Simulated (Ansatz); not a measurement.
One geometry of TeBr2, several levels of theory.

```yaml
crystal:
  periodic: [false, false, false]
  atoms:
    - {symbol: Te, position_ang: [0.005033, -0.006885, -1.057568]}
    - {symbol: Br, position_ang: [1.916163, -0.018831, 0.538061]}
    - {symbol: Br, position_ang: [-1.921196, 0.025706, 0.519506]}
basis:
  gaussian: {orbitals: def2-TZVP}
magnetization: {spin_polarized: true, initial_magnetization: 2}
hamiltonian: {xc: pbe0, dispersion: d4}
scf: {omitted_lower_state_checks: [starts]}
output: {orbitals: {seedname: orbitals}}
```

The file start.molden holds the orbitals of an earlier run on this structure, at another level or in another basis.

```sh
$ ansatz run in.yaml --threads 4 --pin off --events-out ev --progress --plain --max-ram 3916MiB
```

Shortened log:

```
Functional definition: PBE0
1132 factors; integrals over basis functions are off by at most 6.2e-4 eV
mean field evaluation 1: about -147369.0244 eV, gradient 1.0e1 eV
mean field evaluation 2: about -147367.6689 eV, gradient 1.8e1 eV
mean field evaluation 4: about -147369.7297 eV, gradient 5.6e-1 eV
mean field evaluation 8: about -147369.8141 eV, gradient 5.4e-2 eV
mean field evaluation 16: about -147369.8142 eV, gradient 1.2e-4 eV
mean field -147369.81420133 eV, -5415.7407810512 hartree, gradient 2.8e-6 eV, S^2 2.005956; 0 other end points of the search recorded, 0 dependent functions left out
reference -147369.81422671 eV, -5415.7407819837 hartree; 48, 46 occupied and 98, 100 virtual orbitals, 1132 factors
Total energy: -147369.92077703 eV, -5415.7446976359 hartree
Checks for a lower state left out: starts
```

Run time 12 s (4 threads of Intel Xeon on a shared host), peak host memory 0.63 GiB.

The first input with `gaussian: {orbitals: def2-TZVP, initial_orbitals: start.molden}`, `hamiltonian: {xc: pbe, dispersion: d4}` (abridged; 3.9 s):

```
Functional definition: PBE
mean field -147364.77319472 eV, -5415.5555274752 hartree, gradient 1.6e-5 eV, S^2 2.002463
Total energy: -147364.89738795 eV, -5415.5600914920 hartree
Checks for a lower state left out: starts
```

As the first input, with `gaussian: {orbitals: def2-TZVP, initial_orbitals: start.molden}`, `hamiltonian: {xc: r2scan, dispersion: d4}` (abridged; 9.5 s):

```
Functional definition: r2SCAN
mean field -147387.87226423 eV, -5416.4044026226 hartree, gradient 4.3e-6 eV, S^2 2.006348
Total energy: -147387.89591294 eV, -5416.4052716964 hartree
Checks for a lower state left out: starts
```

Geometry: r2SCAN-D4/def2-TZVP, that of the neutral singlet.

In the def2 sets Te takes a core potential; there is no spin–orbit coupling. At PBE0-D4/def2-TZVP a singlet of charge 0 lies 1.62 eV below the triplet at the same geometry.
